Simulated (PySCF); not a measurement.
C4H2BrCl, SMILES C#C/C(Br)=C\Cl.

The structure is a stationary point at ωB97X-D3(BJ)/def2-SVP. The structure was generated by enumeration; whether it is a known compound was not checked.

The numbers are results of TDA-PBE/def2-SVPD (PySCF), not measurements.

Vertical excitations. Isolated molecule, no solvent. State labels are in the subgroup Cs.

Computed excitation energies, oscillator strengths and character:
| state | symmetry | energy (eV) | λ (nm) | f | main pairs |
|---|---|---|---|---|---|
| S1 | A" | 4.24 | 293 | 0.000 | HOMO→LUMO+1 99 % |
| S2 | A" | 4.66 | 266 | 0.000 | HOMO−1→LUMO 100 % |
| S3 | A' | 4.83 | 257 | 0.193 | HOMO→LUMO 69 %, HOMO−2→LUMO 21 % |
| S4 | A' | 5.19 | 239 | 0.021 | HOMO−1→LUMO+1 49 %, HOMO−2→LUMO 41 % |
| S5 | A" | 5.25 | 236 | 0.000 | HOMO−3→LUMO 99 % |
| S6 | A" | 5.54 | 224 | 0.000 | HOMO−4→LUMO 99 % |
| S7 | A" | 5.61 | 221 | 0.000 | HOMO−2→LUMO+1 90 % |
| S8 | A' | 5.75 | 216 | 0.117 | HOMO−1→LUMO+1 38 %, HOMO−3→LUMO+1 33 %, HOMO−2→LUMO 16 %, HOMO→LUMO 7 % |
| S9 | A" | 5.75 | 216 | 0.000 | HOMO→LUMO+2 91 % |
| S10 | A' | 6.03 | 206 | 0.068 | HOMO−4→LUMO+1 61 %, HOMO−3→LUMO+1 24 % |
| T1 | A' | 3.03 | 410 | 0 | HOMO→LUMO 98 % |
| T2 | A" | 3.91 | 317 | 0 | HOMO→LUMO+1 99 % |
| T3 | A" | 4.47 | 277 | 0 | HOMO−1→LUMO 94 % |
| T4 | A' | 4.60 | 269 | 0 | HOMO−2→LUMO 67 %, HOMO−1→LUMO+1 24 % |
Triplets are in the Tamm–Dancoff approximation.
